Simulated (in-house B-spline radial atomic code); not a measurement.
Computed with a B-spline radial atomic code. Model: two electrons, singlet ground state, non-relativistic, full CI in B-splines with partial waves to l = 8 (at full coupling up to 3e-4 hartree above the limit, correlation up to 0.6 % small), density held at that of full coupling by Lieb maximisation.

Along the adiabatic connection the electron repulsion is scaled by a coupling λ while a local potential keeps the density fixed. At λ = 0 the system is the Kohn-Sham one and W equals the exchange energy; the exchange-correlation energy is the area under W between 0 and 1. The kinetic energy rises with λ as the electrons avoid each other, with dT/dλ = −λ dW/dλ.

Command:
```bash
python run_ac.py task.json out
```
Settings (lengths in bohr, energies in hartree):
```
potential              dot
strength               0.464
lmax                   8
second                 -0.5
```

Time taken, with all properties: 9.7 s on 1 thread of Intel(R) Xeon(R) Processor @ 2.30GHz, with other jobs on the host.

**W = mean repulsion less Hartree energy, and W of three functionals.**

Given: confinement charge in harmonic well; well frequency 0.464 hartree; nuclear charge -0.5; external potential omega^2 r^2/2 - Z/r.

Computed: LDA exchange minus exact 60.638 millihartree; SCAN exchange minus exact -2.2454 millihartree.

```json
{"coupling": "0", "W xc (hartree)": "-0.44115", "W xc minus exchange (millihartree)": "0", "kinetic minus Kohn-Sham (millihartree)": "0", "LDA (PW92) W minus its exchange (millihartree)": "0", "PBE W minus its exchange (millihartree)": "0", "SCAN W minus its exchange (millihartree)": "0"}
{"coupling": "0.02", "W xc (hartree)": "-0.44332", "W xc minus exchange (millihartree)": "-2.171", "kinetic minus Kohn-Sham (millihartree)": "0.02", "LDA (PW92) W minus its exchange (millihartree)": "-10.08", "PBE W minus its exchange (millihartree)": "-3.83", "SCAN W minus its exchange (millihartree)": "-1.89"}
{"coupling": "0.05", "W xc (hartree)": "-0.44648", "W xc minus exchange (millihartree)": "-5.34", "kinetic minus Kohn-Sham (millihartree)": "0.13", "LDA (PW92) W minus its exchange (millihartree)": "-19.96", "PBE W minus its exchange (millihartree)": "-8.77", "SCAN W minus its exchange (millihartree)": "-4.61"}
{"coupling": "0.12", "W xc (hartree)": "?", "W xc minus exchange (millihartree)": "?", "kinetic minus Kohn-Sham (millihartree)": "?", "LDA (PW92) W minus its exchange (millihartree)": "?", "PBE W minus its exchange (millihartree)": "?", "SCAN W minus its exchange (millihartree)": "?"}
{"coupling": "0.25", "W xc (hartree)": "-0.46515", "W xc minus exchange (millihartree)": "-24.003", "kinetic minus Kohn-Sham (millihartree)": "2.86", "LDA (PW92) W minus its exchange (millihartree)": "-58.56", "PBE W minus its exchange (millihartree)": "-33.16", "SCAN W minus its exchange (millihartree)": "-20.48"}
{"coupling": "0.4", "W xc (hartree)": "-0.47675", "W xc minus exchange (millihartree)": "-35.605", "kinetic minus Kohn-Sham (millihartree)": "6.61", "LDA (PW92) W minus its exchange (millihartree)": "-77.15", "PBE W minus its exchange (millihartree)": "-46.75", "SCAN W minus its exchange (millihartree)": "-30.5"}
{"coupling": "0.6", "W xc (hartree)": "-0.4897", "W xc minus exchange (millihartree)": "-48.553", "kinetic minus Kohn-Sham (millihartree)": "13.04", "LDA (PW92) W minus its exchange (millihartree)": "-96.13", "PBE W minus its exchange (millihartree)": "-61.48", "SCAN W minus its exchange (millihartree)": "-42.04"}
{"coupling": "0.8", "W xc (hartree)": "-0.50037", "W xc minus exchange (millihartree)": "-59.222", "kinetic minus Kohn-Sham (millihartree)": "20.48", "LDA (PW92) W minus its exchange (millihartree)": "-111.1", "PBE W minus its exchange (millihartree)": "-73.59", "SCAN W minus its exchange (millihartree)": "-51.94"}
{"coupling": "1", "W xc (hartree)": "-0.50927", "W xc minus exchange (millihartree)": "-68.122", "kinetic minus Kohn-Sham (millihartree)": "28.46", "LDA (PW92) W minus its exchange (millihartree)": "-123.42", "PBE W minus its exchange (millihartree)": "-83.83", "SCAN W minus its exchange (millihartree)": "-60.53"}
{"coupling": "1.4", "W xc (hartree)": "-0.52319", "W xc minus exchange (millihartree)": "-82.047", "kinetic minus Kohn-Sham (millihartree)": "45.03", "LDA (PW92) W minus its exchange (millihartree)": "-142.82", "PBE W minus its exchange (millihartree)": "-100.4", "SCAN W minus its exchange (millihartree)": "-74.73"}
{"coupling": "2", "W xc (hartree)": "-0.53779", "W xc minus exchange (millihartree)": "-96.647", "kinetic minus Kohn-Sham (millihartree)": "69.55", "LDA (PW92) W minus its exchange (millihartree)": "-163.91", "PBE W minus its exchange (millihartree)": "-118.89", "SCAN W minus its exchange (millihartree)": "-90.75"}
{"coupling": "3", "W xc (hartree)": "-0.55315", "W xc minus exchange (millihartree)": "-112.01", "kinetic minus Kohn-Sham (millihartree)": "107.29", "LDA (PW92) W minus its exchange (millihartree)": "-187.67", "PBE W minus its exchange (millihartree)": "-140.21", "SCAN W minus its exchange (millihartree)": "-108.9"}
{"coupling": "4.5", "W xc (hartree)": "?", "W xc minus exchange (millihartree)": "?", "kinetic minus Kohn-Sham (millihartree)": "?", "LDA (PW92) W minus its exchange (millihartree)": "?", "PBE W minus its exchange (millihartree)": "?", "SCAN W minus its exchange (millihartree)": "?"}
{"coupling": "7", "W xc (hartree)": "-0.57899", "W xc minus exchange (millihartree)": "-137.84", "kinetic minus Kohn-Sham (millihartree)": "226.44", "LDA (PW92) W minus its exchange (millihartree)": "-233.24", "PBE W minus its exchange (millihartree)": "-182.15", "SCAN W minus its exchange (millihartree)": "-140.4"}
{"coupling": "10", "W xc (hartree)": "-0.58749", "W xc minus exchange (millihartree)": "-146.35", "kinetic minus Kohn-Sham (millihartree)": "297.69", "LDA (PW92) W minus its exchange (millihartree)": "-250.02", "PBE W minus its exchange (millihartree)": "-197.84", "SCAN W minus its exchange (millihartree)": "-149.68"}
```

(1) What belongs in the row 0.12?

(2) What belongs in the row 4.5?

(3) What is the PBE exchange minus exact?

**Energy parts, natural occupations and partial-wave weights.**

Computed: total energy 2.5106 hartree; exchange energy -0.44115 hartree; correlation energy -0.03966 hartree; kinetic part of the DFT correlation energy 0.028462 hartree; initial slope twice GL2 -0.10975 hartree; Hartree energy 0.88229 hartree; Lieb Oxford ratio E_xc over LDA exchange 1.2636.

| natural | occupation of the shell (electrons) |
| --- | --- |
| s | 1.9266 |
| p | 0.069874 |
| s | 0.0016977 |
| d | 0.0013413 |
| p | ? |
| f | 0.000151 |

(4) What belongs in the row p?

```tsv
wave	weight
s	0.96415
p	0.035047
d	?
f	8.1678e-05
g	1.7604e-05
```

(5) What belongs in the row d?

(6) What is the Kohn-Sham kinetic?

(7) What is the kinetic part over minus potential part?

Results:

(1) W xc (hartree): -0.45348; W xc minus exchange (millihartree): -12.338; kinetic minus Kohn-Sham (millihartree): 0.72; LDA (PW92) W minus its exchange (millihartree): -36.67; PBE W minus its exchange (millihartree): -18.54; SCAN W minus its exchange (millihartree): -10.55.

(2) W xc (hartree): -0.56659; W xc minus exchange (millihartree): -125.44; kinetic minus Kohn-Sham (millihartree): 156.75; LDA (PW92) W minus its exchange (millihartree): -210.37; PBE W minus its exchange (millihartree): -160.96; SCAN W minus its exchange (millihartree): -125.48.

(3) 16.197 millihartree.

(4) occupation of the shell (electrons): 0.00020892.

(5) weight: 0.00069247.

(6) 0.5029 hartree.

(7) 0.41781.

Half-way to full coupling W has made 62 % of its drop, against 50 % for a straight line, and second-order (GL2) theory, half the initial slope, overshoots the correlation energy by about 38 %: a marked bend. Over couplings 0 to 1 the errors in E_xc come to about +20 millihartree for LDA, +5.1 millihartree for PBE, +2.9 millihartree for SCAN, so SCAN is nearest. In LDA and PBE and SCAN the errors of exchange and correlation have opposite signs, so the sum is smaller than the larger of the two.
